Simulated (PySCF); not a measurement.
# Reading the logs of faulty runs: Al2BH4O cation

These are calculations, not measurements. The program is PySCF 2.14.0, an open-source quantum chemistry code, run on an isolated molecule that a program drew, which may never have been made. The molecule is Al2BH4O cation (charge +1, singlet), drawn as the SMILES string `B[O][Al+][AlH2]`.

Each row is a Hartree-Fock (HF) and frozen-core CCSD(T) single point in the cc-pV(D+d)Z basis, meant for a local HF minimum. Run 1 is clean. Each other run has one planted mistake out of seven kinds, and not every kind appears here: one electron removed, one electron added, multiplicity raised by two, geometry at a saddle point, minimal basis STO-3G, one bond length entered in bohr, all coordinates scaled. The reference is restricted for singlets and unrestricted otherwise, and also for a bond in bohr. Adding or removing an electron swaps singlet and doublet. Electrons count all cores. HOMO and LUMO are orbital energies over both spins, the gradient is its largest component, and the lowest frequency (negative if imaginary) is given only where the gradient is small. Bond lengths are over the 7 bonds as drawn. T1 is the CCSD diagnostic: over 0.02 (restricted) or 0.045 (unrestricted) a single reference is doubtful.

Geometry of the clean run:
```xyz
8
Al2BH4O cation, angstrom
B    -2.2884   -1.4377   -0.2213
O    -1.2842   -0.6422    0.2972
Al   -0.0980    0.2994    0.9054
Al    1.8813    1.8651    1.9165
H    -3.0224   -0.9581   -1.0313
H    -2.3697   -2.5633    0.1676
H     1.3756    2.6653    3.1485
H     3.1888    1.6988    1.0938
```

| run | electrons | basis functions | <S^2> | HOMO (eV) | LUMO (eV) | gradient (hartree/bohr) | lowest frequency (cm^-1) | mean bond (Å) | longest bond (Å) | T1 | HF (hartree) | CCSD(T) (hartree) | mistake |
|---|---|---|---|---|---|---|---|---|---|---|---|---|---|
| 1 | 42 | 94 | 0.000 | -15.87 | -4.85 | 4.0e-05 | 26 | 1.6039 | 2.719 | 0.0166 | -585.55329 | -585.96955 | no fault |
| 2 | 41 | 94 | 0.767 | -19.82 | -14.26 | 5.3e-02 | - | 1.6039 | 2.719 | 0.0258 | -585.00021 | -585.39573 | one electron removed |
| 3 | 42 | 32 | 0.000 | -13.12 | 1.30 | 3.6e-02 | - | 1.6039 | 2.719 | 0.0224 | -578.50741 | -578.68648 | minimal basis STO-3G |
| 4 | 42 | 94 | 0.000 | -16.24 | -5.02 | 1.0e-01 | - | 1.4500 | 2.458 | 0.0139 | -585.47199 | -585.87840 | ? |
| 5 | 42 | 94 | 2.002 | -12.33 | -7.46 | 1.1e-02 | - | 1.6039 | 2.719 | 0.0249 | -585.43008 | -585.82821 | ? |

**Which mistake was planted in run 4, and what did it cost?**

The mean and the longest bond both change by the same factor, 0.904, and the gradient is no longer small. So the mistake is: all coordinates scaled. Subtracting run 1 and multiplying by 627.51 kcal/mol a hartree, the energy moved by 51.0 kcal/mol in HF and 57.2 kcal/mol in CCSD(T).

**Which mistake was planted in run 5, and what did it cost?**

Electrons, basis and geometry are unchanged, and <S^2> is 2.002, beside S(S+1) = 2.00 for a multiplicity of 3. So the mistake is: multiplicity raised by two. Subtracting run 1 and multiplying by 627.51 kcal/mol a hartree, the energy moved by 77.3 kcal/mol in HF and 88.7 kcal/mol in CCSD(T).

Cautions from the logs. Run 3: T1 is over the limit, so its CCSD(T) energy is less reliable.
